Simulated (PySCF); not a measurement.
C2H4Cl3F3GeSi, SMILES F[Si](F)(F)C[CH2][Ge]([Cl])([Cl])[Cl] (CAM-B3LYP/def2-SVP optimised geometry):

```
14

Si     2.259     0.237    -1.215
F      2.839    -1.254    -1.171
F      2.822     0.993     0.078
F      2.869     0.960    -2.503
C      0.419     0.228    -1.227
C     -0.166    -0.482     0.000
Ge    -2.106    -0.482     0.000
Cl    -2.900    -1.497     1.707
Cl    -2.842    -1.443    -1.771
Cl    -2.839     1.534     0.000
H      0.079    -0.256    -2.158
H      0.069     1.273    -1.278
H      0.149     0.002     0.938
H      0.151    -1.534     0.052
```

Level of theory: PySCF 2.14.0 with CAM-B3LYP/def2-TZVP.

Q: What are the frontier orbital energies and the dipole moment?

A: HOMO-2 -11.01 eV, HOMO-1 -10.79 eV, HOMO -10.44 eV, LUMO -0.46 eV, LUMO+1 1.07 eV; dipole moment 0.10 D.

On the same geometry PBE/def2-TZVP in PySCF 2.14.0 gives HOMO-2 -8.18 eV, HOMO-1 -7.96 eV, HOMO -7.82 eV, LUMO -2.48 eV, LUMO+1 -0.85 eV; dipole moment 0.17 D.

Meta-Löwdin charges at CAM-B3LYP/def2-TZVP: Si1 1.68, F2 -0.49, F3 -0.49, F4 -0.48, C5 -0.49, C6 -0.39, Ge7 0.96, Cl8 -0.27, Cl9 -0.28, Cl10 -0.28, H11 0.14, H12 0.14, H13 0.14, H14 0.14.
